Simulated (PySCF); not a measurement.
C₂H₁₃NSSi₄.
Atom-mapped SMILES: `[CH3:1][NH:2][Si@@H:3]1[SiH2:4][SiH2:5][S:6][Si@H:7]1[CH3:8]`

Probes without a nucleus sit at each ring's centroid and 1 Å off its mean plane on both sides; NICS is minus the shielding there, NICSzz its component along the normal. Level: GIAO PBE0/pcSseg-1 (PySCF, non-relativistic, gas phase) on the GFN2-xTB geometry, one conformer.

Ring bond lengths (Å), with Mayer bond orders in brackets: Si3–Si4 2.353 (0.80), Si4–Si5 2.326 (0.86), Si5–S6 2.171 (0.93), S6–Si7 2.176 (0.93), Si7–Si3 2.323 (0.88).

Problem. Give the NICS values of each ring in ppm.

Solution. 
```
              ring                                                      type  NICS(0)  NICS(1), two faces  NICS(1)zz, two faces  rms pucker (Å)  centre to ring atoms, mean (Å)
Si3–Si4–Si5–S6–Si7  5-membered ring with S and 4 Si; formal bonds all single     -3.0         -3.5 / -2.2             0.9 / 1.4            0.18                            1.91
```

Problem. What can be read from them?

Solution. 
- Si3–Si4–Si5–S6–Si7: mean NICS(1)zz 1.2 ppm, near zero. Si3, Si4, Si5, Si7 have four or more neighbours; no verdict on aromaticity is drawn.

Problem. At the second NICS(1) probe listed for ring Si3–Si4–Si5–S6–Si7, 1 Å off the ring, how large is the induced field along the normal in 7.05 T applied along it?

Solution. NICSzz × B0 = 1.4 ppm × 7.05 T = 10 μT, along the applied field.

Problem. How shielded are the nuclei of the rings and their hydrogens (means over atoms taken as equivalent)?

Solution. 
```tsv
atoms	environment	σ isotropic (ppm)
Si3	SiH silicon	379.1
Si4	SiH2 silicon	487.8
Si5	SiH2 silicon	390.9
S6	sulfur bonded to 2 Si	784.8
Si7	SiH silicon	362.1
H on Si3	Si–H hydrogen	26.42
H on Si4	Si–H hydrogen	28.54
H on Si4	Si–H hydrogen	28.37
H on Si5	Si–H hydrogen	26.72
H on Si5	Si–H hydrogen	26.67
H on Si7	Si–H hydrogen	26.53
```

The run took 1.7 min on Arm Neoverse N1, one thread, no GPU, on a shared host, and the process peaked at 1.0 GiB of memory. This is the whole shielding run at PBE0/pcSseg-1, SCF included.
